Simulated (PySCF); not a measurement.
CHF, SMILES [CH]F (connectivity only; charge and spin as stated), neutral, multiplicity 1. Heavy atoms are numbered as in [CH:1][F:2]. Hydrogens are named by the atom that carries them.

Coordinates come from a PBE-D3(BJ)/def2-TZVPD optimisation. The isomer is the one that the SMILES or the coordinates give; other isomers of the formula were not compared.

These are HF/pcSseg-2 run with PySCF values and carry that method's errors.

GIAO shieldings, no solvent; atoms alike by connectivity are averaged. δ = σ(ref) − σ: ¹³C against TMS (σ = 193.3 ppm); ¹⁹F against CFCl3 (σ = 237.3 ppm); ¹H against TMS (σ = 31.98 ppm), references at their B3LYP-D3(BJ)/def2-TZVP geometries, non-relativistic.

**Question.** Estimate the chemical shifts. (An estimate is asked for; the answer gives what the named calculation found.)

**Answer.** 
| nucleus | atoms | count | δ (ppm) |
|---|---|---|---|
| ¹³C | C1 (CH) | 1 | 782.8 |
| ¹⁹F | F2 | 1 | 602.5 |
| ¹H | H on C1 | 1 | 18.05 |
